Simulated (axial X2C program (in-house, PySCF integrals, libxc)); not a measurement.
Spin–orbit effects down a group: molecules with Al, PBE0

Calculated with an axial X2C code built on PySCF integrals, spin-free (one-electron X2C) or two-component (2c: spin–orbit coupling with atomic mean-field Coulomb and Gaunt terms, which also bring small scalar terms), in Dyall basis sets with cores contracted in-house; open shells are unrestricted.

Basis sets: Al dyall-v3z, Ba dyall-cv3z, Be dyall-cv3z, Ca dyall-cv3z, Mg dyall-cv3z, Sr dyall-cv3z.

```
molecule   spin-free state  Re (Å)  ωe (cm⁻¹)  De (eV)  2c state  Re 2c (Å)  ωe 2c (cm⁻¹)  De 2c (eV)
    BeAl  M_S = 1/2, Λ = 1   2.421      392.5     0.73   Ω = 1/2      2.421         393.0        0.73
    MgAl  M_S = 1/2, Λ = 1   2.885      205.0     0.43   Ω = 1/2      2.886         204.8        0.43
    CaAl  M_S = 1/2, Λ = 1   3.137      191.3     0.64   Ω = 1/2      3.136         191.3        0.64
    SrAl  M_S = 1/2, Λ = 1   3.302      159.3     0.61   Ω = 1/2      3.300         159.7        0.62
    BaAl  M_S = 3/2, Λ = 0   3.011      224.4      n/a   Ω = 3/2      3.010         224.5         n/a
```

Each entry is the lowest single determinant of a limited PBE0 search at one distance. De goes to single-determinant-based atoms at the same level (for ions the charge split of lowest energy) and is withheld (n/a) where an atom does not fit its ground term or J level. Main or longest-lived isotopes. One determinant is a doubtful description, or other states lie close, for BeAl, MgAl, CaAl, SrAl, BaAl; these need not be ground states, and all values refer to the states named. With several unpaired electrons the Ω given is that of one determinant, not necessarily of the lowest component. Some light 2c atoms are not at their ground J level, so De misses part of their lowering (0.04 eV or less). The functionals have no current term, which raises determinants with orbital currents. Where the atoms have a lower orbital projection than the molecule, De at mean-field level may be about a tenth of an eV too small.
